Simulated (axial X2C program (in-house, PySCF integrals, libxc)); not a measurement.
**One splitting, several methods: ²Π3/2 − ²Π1/2**

Computed with an in-house all-electron X2C program for linear molecules (integrals from PySCF): two-component X2C with atomic mean-field Coulomb and Gaunt terms, Dyall basis sets with cores contracted in-house. Vertical splittings E(Ω = 3/2) − E(Ω = 1/2) of the lowest ²Π state.

Correlated electrons in EOM-CCSD (inner shells frozen, about 90 virtual spinors): AsH²⁺ 4, AsF²⁺ 10, Se₂²⁺ 10, AsSe⁺ 10.

```tsv
molecule	method	R (Å)	splitting (cm⁻¹)
AsH⁺	PBE0 determinants, 2c, cv3z/v3z	1.530	1645
AsF⁺	PBE0 determinants, 2c, cv3z/av3z	1.661	1659
Se₂⁺	PBE0 determinants, 2c, cv3z	2.140	2256
AsSe	PBE0 determinants, 2c, cv3z/cv3z	2.143	1699
```

The other methods give:

| molecule | method | R (Å) | splitting (cm⁻¹) |
| --- | --- | --- | --- |
| AsH⁺ | EOM-EA-CCSD from AsH²⁺, 2c, acv3z/av3z | 1.534 | 1487 |
| AsF⁺ | EOM-EA-CCSD from AsF²⁺, 2c, acv3z/av3z | 1.661 | 1492 |
| Se₂⁺ | EOM-EA-CCSD from Se₂²⁺, 2c, acv3z | 2.087 | 2015 |
| AsSe | EOM-EA-CCSD from AsSe⁺, 2c, acv3z/acv3z | 2.140 | 1541 |

The distances differ by up to 0.05 Å between runs. Collinear functionals lack a current term; a negative value is an inverted multiplet.

(1) By what ratio do the methods differ, for splittings above 30 cm⁻¹?

Results:

(1) AsH⁺: EOM-EA-CCSD over PBE0 0.90; AsF⁺: EOM-EA-CCSD over PBE0 0.90; Se₂⁺: EOM-EA-CCSD over PBE0 0.89; AsSe: EOM-EA-CCSD over PBE0 0.91.
